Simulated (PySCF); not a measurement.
## B⁺: ionisation energy

B⁺ [He] 2s2 (1S) → B²⁺ [He] 2s1 (2S), as a difference of total energies. Calculation: PySCF 2.14, in def2-QZVPPD; no relativity, point nucleus. Correlated levels: valence: 1s2 frozen. The calculations carry no spin-orbit coupling.

| method | ionisation energy (eV) |
| --- | --- |
| UHF | 23.443 |
| MP2 (valence) | 24.466 |
| SCS-MP2 (valence) | 24.671 |
| CCSD (valence) | 25.094 |

Q: How much does correlation contribute at MP2 (valence)?

A: 24.466 − (23.443) = 1.023 eV, measured against UHF.

Errors of the correlated levels include the incompleteness of this basis and the frozen core.

With two correlated electrons CCSD is exact in that space.

For comparison: 25.155 eV (measured; NIST Atomic Spectra Database, ionization energies).
